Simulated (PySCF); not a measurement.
PySCF 2.14 output of an unrestricted TPSSh calculation on a single atom or ion in x2c-QZVPPall with one added diffuse shell each of s, p, d, f type (17s11p10d7f1g, 158 functions), with scalar relativity by spin-free X2C-1e:

```
SCF conv_tol = 1e-09
number electrons alpha = 39  beta = 39
    V. N. Staroverov, G. E. Scuseria, J. Tao, and J. P. Perdew.,  J. Chem. Phys. 119, 12129 (2003)
cycle= 1 E= -20246.9304417081  delta_E= -0.0302  |g|= 0.218  |ddm|= 0.674
cycle= 2 E= -20246.9296062373  delta_E= 0.000835  |g|= 0.258  |ddm|= 0.515
cycle= 3 E= -20246.9325651566  delta_E= -0.00296  |g|= 0.0027  |ddm|= 0.257
cycle= 4 E= -20246.9325655109  delta_E= -3.54e-07  |g|= 0.00121  |ddm|= 0.00153
cycle= 5 E= -20246.9325657271  delta_E= -2.16e-07  |g|= 0.000183  |ddm|= 0.00147
cycle= 6 E= -20246.9325657299  delta_E= -2.81e-09  |g|= 1.86e-06  |ddm|= 0.000232
cycle= 7 E= -20246.9325657299  delta_E= -7.28e-12  |g|= 5.58e-08  |ddm|= 2.55e-06
converged SCF energy = -20246.9325657299  <S^2> = -7.8159701e-14  2S+1 = 1
```

The run itself started from symmetry-adapted Hartree-Fock orbitals and held the occupation by maximum overlap, on a logarithmic radial grid, so the iterations belong to that start.

Question: Which element, charge and spin multiplicity is this?

Answer: Tl³⁺ (thallium, charge +3), multiplicity 1; the state was [Xe] 4f14 5d10, closed-shell 1S.

Spin-orbit coupling, which splits the p, d and f shells strongly at this Z, is absent.
